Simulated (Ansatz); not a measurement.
```yaml
crystal:
  periodic: [false, false, false]
  atoms:
    - {symbol: Be, position_ang: [-0.166192, -0.893250, 0.856339]}
    - {symbol: O, position_ang: [1.315072, -0.590003, 0.288899]}
    - {symbol: Be, position_ang: [0.778773, 0.901687, 0.438195]}
    - {symbol: O, position_ang: [-0.578825, 0.587308, 1.336204]}
    - {symbol: Be, position_ang: [-1.101585, 0.506026, -0.251749]}
    - {symbol: O, position_ang: [-0.938577, -1.036811, -0.557269]}
    - {symbol: Be, position_ang: [0.466423, -0.514761, -1.095888]}
    - {symbol: O, position_ang: [0.158456, 1.094977, -1.029782]}
basis:
  gaussian: {orbitals: def2-TZVP, point_charges: [{charge: 2.00, position_ang: [4.735, 0.031, 0.889]}]}
hamiltonian: {xc: {name: PBE}}
```

```sh
$ ansatz run in.yaml --threads 4 --pin off --events-out ev --progress --plain --max-ram 3916MiB
```

It prints (some lines left out):

```
Functional definition: PBE
1168 factors; their error is unknown
mean field evaluation 1: about -9772.4826 eV, gradient 1.2e2 eV
mean field evaluation 2: about -9510.9727 eV, gradient 3.2e2 eV
mean field evaluation 4: about -9793.0534 eV, gradient 4.6e1 eV
mean field evaluation 8: about -9796.8495 eV, gradient 4.2e-1 eV
mean field evaluation 16: about -9796.8402 eV, gradient 4.9e-4 eV
mean field -9796.84017034 eV, -360.0272357232 hartree, gradient 3.6e-5 eV, S^2 0.000000; 0 other end points of the search recorded, 0 dependent functions left out
reference -9796.84022950 eV, -360.0272378973 hartree; 24, 24 occupied and 176, 176 virtual orbitals, 1168 factors
Total energy: -9796.84022950 eV, -360.0272378973 hartree
```

Run time 1.9 s (4 threads of Arm Neoverse V1 on a shared host).
